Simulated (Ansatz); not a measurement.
The cluster TiAl2, relaxed as a singlet with RKS PBE0-D4/def2-TZVP in Ansatz, starting from the GFN2-xTB geometry. Force threshold 0.02 eV/Å.

The restricted singlet is unstable: a solution with broken spin symmetry lies lower. At PBE0-D4/def2-TZVP a quintet of charge 0 lies 0.82 eV below the restricted singlet, each at its own geometry. The structure comes from a short search, and lower isomers may exist.

Start:

```csv
atom,x (Å),y (Å),z (Å)
Ti1,0.423,-1.410,0.044
Al2,0.603,0.913,-1.111
Al3,-1.025,0.497,1.067
```

```
step  energy (eV)  largest force component (eV/Å)  SCF passes
   1  -36293.2849                           1.002          52
   2  -36293.4475                           0.182          37
   3  -36293.4503                           0.142          32
   4  -36293.4517                           0.007          30
```

Force components are those of the run's own axes.

End:

```
atom    x (Å)    y (Å)    z (Å)
 Ti1   0.4144  -1.3849   0.0438
 Al2   0.5284   0.8814  -1.0068
 Al3  -0.9428   0.5035   0.9630
```

By distances, no bond broke or formed. The bond that changes most is Al2–Al3, from 2.75 to 2.49 Å (atoms count from 1).

No frequencies were taken in this run, so the end may be a saddle point.

It took 6.5 s on 4 threads of Arm Neoverse V1 on a shared host.
